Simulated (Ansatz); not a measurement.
System: C2H6BO, net charge -1, singlet state. It need not be the lowest isomer of its formula. Whether it binds its extra electron was not tested at this geometry. 
Structure (B3LYP-D3(BJ)/def2-TZVP (Ansatz, a quantum-chemistry and plane-wave program) minimum search):
SMILES: [CH2-]B(C)O
```xyz
10

C     -1.3609    -0.7449     0.0580
B     -0.0980    -0.0166    -0.0156
C      1.3008    -0.5189     0.6027
O      0.0550     1.2691    -0.6647
H     -2.2999    -0.3819    -0.3709
H     -1.4614    -1.7117     0.5497
H      2.0751    -0.6141    -0.1718
H      1.6971     0.1939     1.3397
H      1.2056    -1.4902     1.0982
H     -0.8061     1.5175    -1.0129
```
Charge -1, spin multiplicity 1.

Total electronic energies in hartree. Valence correlation only, unless marked. No spin-orbit coupling. Non-relativistic. Basis-set limits of correlation are two-point, X^-3; Hartree-Fock from the larger set.

| level | program | energy (Eh) |
|---|---|---|
| HF/aug-cc-pVQZ | Ansatz | -178.88030 |
| B3LYP/def2-TZVPD | Ansatz | -180.03794 |
| PBE0/6-31G* | Ansatz | … |
| CCSD/6-31G | Ansatz | -179.10846 |
| CCSD/6-31G* | Ansatz | -179.33360 |
| CCSD/cc-pwCVTZ | Ansatz | -179.61819 |
| CCSD/cc-pVQZ | Ansatz | -179.66493 |
| CCSD(T)/cc-pVDZ | Ansatz | -179.42970 |
| CCSD(T)/CBS(aug-cc-pVTZ,aug-cc-pVQZ) | Ansatz | -179.7340 |

**Question.** Fill in the missing entries.

**Answer.** 
- PBE0/6-31G*, energy (Eh): -179.69528
